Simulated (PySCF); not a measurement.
H₉PSi₃, triplet, at the geometry of the source list (a higher spin typed on purpose: for a closed-shell molecule this is an excited state); REVPBE/STO-3G (PySCF).

Input for PySCF:
```python
from pyscf import gto, scf, dft

mol = gto.M(
    atom='''
Si   -0.67310000    1.76730000   -0.64830000
P     0.24000000   -0.23330000   -0.97070000
Si    1.93000000   -0.21970000    0.47290000
Si   -1.21900000   -1.58440000    0.02230000
H     0.29470000    2.75260000   -1.12500000
H    -0.98700000    2.02670000    0.76020000
H    -1.90120000    1.80100000   -1.43910000
H     2.88610000    0.77450000   -0.00870000
H     2.50540000   -1.56260000    0.45900000
H     1.50880000    0.12150000    1.83530000
H    -0.62950000   -2.92110000    0.01040000
H    -2.44460000   -1.53560000   -0.77150000
H    -1.51050000   -1.18700000    1.40320000
''',
    basis='sto-3g',
    spin=2,
    verbose=4,
)

mf = dft.UKS(mol)
mf.xc = 'revpbe'
mf.kernel()
```

It wrote (shortened):

```
PySCF version 2.14.0

[INPUT] verbose = 4
[INPUT] num. atoms = 13
[INPUT] num. electrons = 66
[INPUT] charge = 0
[INPUT] spin (= nelec alpha-beta = 2S) = 2
[INPUT] symmetry False subgroup None
[INPUT] Mole.unit = angstrom
[INPUT] Symbol           X                Y                Z      unit          X                Y                Z       unit  Magmom
[INPUT]  1 Si    -0.673100000000   1.767300000000  -0.648300000000 AA   -1.271974654445   3.339712979944  -1.225109446556 Bohr   0.0
[INPUT]  2 P      0.240000000000  -0.233300000000  -0.970700000000 AA    0.453534269896  -0.440873104861  -1.834357149115 Bohr   0.0
[INPUT]  3 Si     1.930000000000  -0.219700000000   0.472900000000 AA    3.647171420411  -0.415172829567   0.893651484307 Bohr   0.0
[INPUT]  4 Si    -1.219000000000  -1.584400000000   0.022300000000 AA   -2.303576145845  -2.994082071761   0.042140892578 Bohr   0.0
[INPUT]  5 H      0.294700000000   2.752600000000  -1.125000000000 AA    0.556902288909   5.201660130478  -2.125941890136 Bohr   0.0
[INPUT]  6 H     -0.987000000000   2.026700000000   0.760200000000 AA   -1.865159684946   3.829907936656   1.436569799894 Bohr   0.0
[INPUT]  7 H     -1.901200000000   1.801000000000  -1.439100000000 AA   -3.592747308023   3.403396750342  -2.719504865862 Bohr   0.0
[INPUT]  8 H      2.886100000000   0.774500000000  -0.008700000000 AA    5.453938568107   1.463592883476  -0.016440617284 Bohr   0.0
[INPUT]  9 H      2.505400000000  -1.562600000000   0.459000000000 AA    4.734519832485  -2.952886042245   0.867384291175 Bohr   0.0
[INPUT] 10 H      1.508800000000   0.121500000000   1.835300000000 AA    2.851218776744   0.229601724135   3.468214356414 Bohr   0.0
[INPUT] 11 H     -0.629500000000  -2.921100000000   0.010400000000 AA   -1.189582595414  -5.520078982467   0.019653151695 Bohr   0.0
[INPUT] 12 H     -2.444600000000  -1.535600000000  -0.771500000000 AA   -4.619624484112  -2.901863436882  -1.457923705102 Bohr   0.0
[INPUT] 13 H     -1.510500000000  -1.187000000000   1.403200000000 AA   -2.854431311156  -2.243104909859   2.651663697990 Bohr   0.0

nuclear repulsion = 347.570808769073
number of shells = 29
number of NR pGTOs = 135
number of NR cGTOs = 45
basis = sto-3g
ecp = {}

******** <class 'pyscf.dft.uks.UKS'> ********
method = UKS
initial guess = minao
damping factor = 0
level_shift factor = 0
DIIS = <class 'pyscf.scf.diis.CDIIS'>
diis_start_cycle = 1
diis_space = 8
diis_damp = 0
SCF conv_tol = 1e-09
SCF conv_tol_grad = None
SCF max_cycles = 50
direct_scf = True
direct_scf_tol = 1e-13
number electrons alpha = 34  beta = 32
XC library pyscf.dft.libxc version 7.1.2
    S. Lehtola, C. Steigemann, M. J. T. Oliveira, and M. A. L. Marques,  SoftwareX 7, 1–5 (2018)
XC functionals = revpbe
    Y. Zhang and W. Yang,  Phys. Rev. Lett. 80, 890 (1998)
    J. P. Perdew, K. Burke, and M. Ernzerhof,  Phys. Rev. Lett. 77, 3865 (1996)
    J. P. Perdew, K. Burke, and M. Ernzerhof,  Phys. Rev. Lett. 78, 1396 (1997)
radial grids:
    Treutler-Ahlrichs [JCP 102, 346 (1995); DOI:10.1063/1.469408] (M4) radial grids

becke partition: Becke, JCP 88, 2547 (1988); DOI:10.1063/1.454033
pruning grids: <function nwchem_prune>
grids dens level: 3
symmetrized grids: False
atomic radii adjust function: <function treutler_atomic_radii_adjust>
small_rho_cutoff = 0
Set gradient conv threshold to 3.16228e-05
tot grids = 164992
init E= -1200.33757009219

cycle= 1 E= -1200.77526057998  delta_E= -0.438  |g|= 0.149  |ddm|= 3.31

cycle= 2 E= -1200.73060829686  delta_E= 0.0447  |g|= 0.219  |ddm|= 3.37

cycle= 3 E= -1200.76953298152  delta_E= -0.0389  |g|= 0.125  |ddm|= 3.46

cycle= 4 E= -1200.76500185626  delta_E= 0.00453  |g|= 0.123  |ddm|= 3.24

cycle= 5 E= -1200.76873845844  delta_E= -0.00374  |g|= 0.111  |ddm|= 3.44

cycle= 6 E= -1200.76528744106  delta_E= 0.00345  |g|= 0.116  |ddm|= 3.43

cycle= 7 E= -1200.76903145625  delta_E= -0.00374  |g|= 0.107  |ddm|= 0.231

cycle= 8 E= -1200.7839616013  delta_E= -0.0149  |g|= 0.0802  |ddm|=  1.6

cycle= 9 E= -1200.77534289192  delta_E= 0.00862  |g|= 0.0946  |ddm|= 3.41

cycle= 10 E= -1200.77080551674  delta_E= 0.00454  |g|= 0.105  |ddm|=  3.4

cycle= 11 E= -1200.77075287188  delta_E= 5.26e-05  |g|= 0.103  |ddm|= 3.44

cycle= 12 E= -1200.76773384889  delta_E= 0.00302  |g|= 0.11  |ddm|= 3.38

cycle= 13 E= -1200.76836248507  delta_E= -0.000629  |g|= 0.11  |ddm|= 0.237

cycle= 14 E= -1200.76978386605  delta_E= -0.00142  |g|= 0.104  |ddm|= 0.127

cycle= 15 E= -1200.7901857252  delta_E= -0.0204  |g|= 0.0658  |ddm|= 3.37

cycle= 16 E= -1200.76678328494  delta_E= 0.0234  |g|= 0.113  |ddm|= 2.57

cycle= 17 E= -1200.76439792672  delta_E= 0.00239  |g|= 0.119  |ddm|= 0.0976

cycle= 18 E= -1200.78998553836  delta_E= -0.0256  |g|= 0.0666  |ddm|= 2.37

cycle= 19 E= -1200.77351961029  delta_E= 0.0165  |g|= 0.102  |ddm|=  1.9

cycle= 20 E= -1200.76796523906  delta_E= 0.00555  |g|= 0.111  |ddm|= 0.501

cycle= 21 E= -1200.76606935011  delta_E= 0.0019  |g|= 0.114  |ddm|= 0.25

cycle= 22 E= -1200.76799966229  delta_E= -0.00193  |g|= 0.11  |ddm|= 0.59

cycle= 23 E= -1200.75419269061  delta_E= 0.0138  |g|= 0.146  |ddm|= 3.32

cycle= 24 E= -1200.77816292097  delta_E= -0.024  |g|= 0.0976  |ddm|= 1.45

cycle= 25 E= -1200.76868374978  delta_E= 0.00948  |g|= 0.108  |ddm|= 2.86

cycle= 26 E= -1200.77067446511  delta_E= -0.00199  |g|= 0.106  |ddm|= 3.28

cycle= 27 E= -1200.75061480682  delta_E= 0.0201  |g|= 0.155  |ddm|= 3.56

cycle= 28 E= -1200.76744085013  delta_E= -0.0168  |g|= 0.115  |ddm|= 0.587

cycle= 29 E= -1200.76612456329  delta_E= 0.00132  |g|= 0.113  |ddm|= 3.46

cycle= 30 E= -1200.76751821344  delta_E= -0.00139  |g|= 0.109  |ddm|= 3.49

cycle= 31 E= -1200.76604733071  delta_E= 0.00147  |g|= 0.114  |ddm|= 3.48

cycle= 32 E= -1200.76770920516  delta_E= -0.00166  |g|= 0.12  |ddm|= 3.26

cycle= 33 E= -1200.7658420434  delta_E= 0.00187  |g|= 0.124  |ddm|= 0.0649

cycle= 34 E= -1200.77667223315  delta_E= -0.0108  |g|= 0.106  |ddm|=    1

cycle= 35 E= -1200.77562603892  delta_E= 0.00105  |g|= 0.105  |ddm|= 1.39

cycle= 36 E= -1200.76549094834  delta_E= 0.0101  |g|= 0.114  |ddm|= 3.58

cycle= 37 E= -1200.76061490663  delta_E= 0.00488  |g|= 0.128  |ddm|= 0.161

cycle= 38 E= -1200.76531247821  delta_E= -0.0047  |g|= 0.12  |ddm|= 3.54

cycle= 39 E= -1200.7917795665  delta_E= -0.0265  |g|= 0.059  |ddm|=  2.6

cycle= 40 E= -1200.76962655087  delta_E= 0.0222  |g|= 0.106  |ddm|= 2.61

cycle= 41 E= -1200.76496079694  delta_E= 0.00467  |g|= 0.117  |ddm|= 3.52

cycle= 42 E= -1200.76876713873  delta_E= -0.00381  |g|= 0.108  |ddm|= 3.41

cycle= 43 E= -1200.76857859829  delta_E= 0.000189  |g|= 0.108  |ddm|= 3.34

cycle= 44 E= -1200.7700357292  delta_E= -0.00146  |g|= 0.106  |ddm|= 0.361

cycle= 45 E= -1200.76458410088  delta_E= 0.00545  |g|= 0.118  |ddm|= 0.347

cycle= 46 E= -1200.76555572191  delta_E= -0.000972  |g|= 0.115  |ddm|= 0.0357

cycle= 47 E= -1200.77264902481  delta_E= -0.00709  |g|= 0.0977  |ddm|= 3.44

cycle= 48 E= -1200.77627888374  delta_E= -0.00363  |g|= 0.0959  |ddm|= 3.22

cycle= 49 E= -1200.77527089732  delta_E= 0.00101  |g|= 0.0972  |ddm|= 0.103

cycle= 50 E= -1200.77066194158  delta_E= 0.00461  |g|= 0.104  |ddm|= 0.41
SCF not converged.
SCF energy = -1200.77066194158 after 50 cycles  <S^2> = 2.0016073  2S+1 = 3.0010714
```

Convergence was not reached.
